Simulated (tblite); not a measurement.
Species: C7H8ClFSi.
Structure used (GFN2-xTB), in Å, numbered top down from 1:
```
atom  x, y, z in Å
F1     3.645   -0.405    0.063
C2     2.461   -1.083    0.183
C3     1.276   -0.172    0.027
C4     1.422    1.188   -0.209
C5     0.306    1.996   -0.347
C6    -0.961    1.452   -0.251
C7    -1.148    0.094   -0.015
Si8   -2.860   -0.695    0.125
C9    -0.011   -0.689    0.118
Cl10  -0.222   -2.383    0.412
H11    2.458   -1.862   -0.590
H12    2.461   -1.557    1.172
H13    2.414    1.605   -0.282
H14    0.430    3.053   -0.530
H15   -1.829    2.086   -0.358
H16   -3.838    0.379   -0.057
H17   -3.004   -1.293    1.452
H18   -3.010   -1.703   -0.923
```

Method: GFN2-xTB as coded in tblite; computed harmonic values from a numerical Hessian at the method's own geometry, unscaled. Against measured fundamentals such values can be off by several per cent, at times by over 20. Modes of hydrogen on silicon can be 10 to 20 % off. One conformer, not necessarily the lowest.

Harmonic wavenumbers (cm⁻¹): 50.3, 96.9, 144.0, 144.8, 168.1, 181.7, 230.4, 277.2, 342.7, 425.4, 432.0, 461.6, 472.2, 564.2, 566.3, 632.3, 663.6, 713.4, 770.5, 782.3, 792.1, 798.7, 870.0, 900.7, 925.2, 964.0, 1023.7, 1064.4, 1137.4, 1180.9, 1205.8, 1217.5, 1252.9, 1299.6, 1322.1, 1404.6, 1425.5, 1448.2, 1570.2, 1584.5, 2264.0, 2276.2, 2277.0, 2912.9, 2927.9, 3079.4, 3089.9, 3104.2.

A = 1529, B = 735.2, C = 501.0 MHz; mass 174.007 u (most abundant isotopes); point group Cs, symmetry number 1.

Question: What is the zero-point energy?

Answer: ½Σν̃ = 26720 cm⁻¹ = 319.64 kJ/mol.

Question: Entropy at 298.15 K, 1 bar (ideal gas, RRHO, classical rotation)?

Answer: Translation 173.20, rotation 128.55, vibration 127.13: S = 428.9 J/(mol K).

Question: And Cp and H(298.15 K) − H(0)?

Answer: Cp = 175.36 J/(mol K), of which vibrations give 142.10 (their classical limit is 48 R = 399.1); H(298.15 K) − H(0) = 30.80 kJ/mol without the zero-point energy, 20.88 from vibrations.

Question: What must be added to the electronic energy to get the Gibbs energy at 298.15 K and 1 bar?

Answer: ZPE + [H(298.15 K) − H(0)] − T·S = 319.64 + 30.80 − 127.87 = 222.57 kJ/mol.

Question: How do the functions run with temperature in this model?

Answer: 
```json
{"T (K)": "50", "S (J/(mol K))": "252.5", "Cp (J/(mol K))": "52.9", "H − H(0) (kJ/mol)": "2.01", "G − H(0) (kJ/mol)": "-10.61", "ln q(vib)": "0.38"}
{"T (K)": "100", "S (J/(mol K))": "298.0", "Cp (J/(mol K))": "80.5", "H − H(0) (kJ/mol)": "5.38", "G − H(0) (kJ/mol)": "-24.43", "ln q(vib)": "1.46"}
{"T (K)": "373.15", "S (J/(mol K))": "471.8", "Cp (J/(mol K))": "207.5", "H − H(0) (kJ/mol)": "45.18", "G − H(0) (kJ/mol)": "-130.86", "ln q(vib)": "8.99"}
{"T (K)": "500", "S (J/(mol K))": "539.0", "Cp (J/(mol K))": "252.0", "H − H(0) (kJ/mol)": "74.45", "G − H(0) (kJ/mol)": "-195.04", "ln q(vib)": "12.56"}
{"T (K)": "750", "S (J/(mol K))": "653.3", "Cp (J/(mol K))": "310.7", "H − H(0) (kJ/mol)": "145.42", "G − H(0) (kJ/mol)": "-344.54", "ln q(vib)": "19.27"}
{"T (K)": "1000", "S (J/(mol K))": "747.9", "Cp (J/(mol K))": "346.4", "H − H(0) (kJ/mol)": "227.90", "G − H(0) (kJ/mol)": "-520.04", "ln q(vib)": "25.41"}
```

q(vib) and H(0) count from the zero-point level.

Question: Blend soft modes into free rotors: weight 1/[1 + (100 cm⁻¹/ν̃)⁴] for the oscillator and the rest for a rotor with moment μB/(μ + B), μ = h/(8π²ν), B = 10⁻⁴⁴ kg m². What vibrational entropy results?

Answer: 120.36 J/(mol K) in place of 127.13, which changes −T·S at 298.15 K by +2.02 kJ/mol.

Hindered rotation and anharmonicity are outside this model. Other conformers, if any are populated, would add a mixing term that is left out.
